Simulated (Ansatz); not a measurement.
Stepwise reaction of `[OH][GaH][OH]` with hydrogen fluoride, as a gas-phase model of exchange steps in deposition or etching. ΔE in kJ/mol; ΔG adds harmonic PBE0-D4 terms to CCSD(T)/CBS, at 1 bar.

Isolated molecules relaxed with PBE0-D4/def2-TZVP in Ansatz; ΔE leaves out vibrations. CBS: MP2 limit from def2 TZ/QZ plus the TZ coupled-cluster correction, frozen cores. This one scheme is used for every species. DFT in def2-TZVPP. B3LYP here is the variant with VWN-RPA as its local correlation; programs differ in this. For Ga outer-core shells are correlated without core-valence functions, which leaves a few kJ/mol of doubt a bond. Scalar relativity is left out up to krypton. Each species was taken in one conformer, which may not be the lowest.

```
step                                      reaction  PBE-D4  B3LYP-D4  ωB97M-V  CCSD(T)/CBS  ΔG(400 K)
   1  `[OH][GaH][OH]` + H–F → `[OH][GaH][F]` + H₂O   -26.1     -28.2    -28.0        -22.3      -25.0
```

Question: Give the row of step 2, `[OH][GaH][F]` + H–F → `[F][GaH][F]` + H₂O. (An estimate is asked.)

Answer: The calculation gave: 
```json
{"step": "2", "reaction": "`[OH][GaH][F]` + H–F → `[F][GaH][F]` + H₂O", "PBE-D4": "-28.7", "B3LYP-D4": "-31.0", "ωB97M-V": "-31.2", "CCSD(T)/CBS": "-25.0", "ΔG(400 K)": "-25.2"}
```

Question: By hand: ΔE of the 2 steps together at CCSD(T)/CBS.

Answer: (-22.3) + (-25.0) = -47.3 kJ/mol, or -23.6 kJ/mol a step.

In ΔE the steps differ by no more than 2.7 kJ/mol. All are downhill at CCSD(T)/CBS. ΔG lies between -25.2 and -25.0 kJ/mol a step. PBE-D4 differs from CCSD(T)/CBS by -3.8 to -3.7 kJ/mol a step. Isolated molecules leave out the surface, adducts and barriers. Largest T1 diagnostic: 0.015.
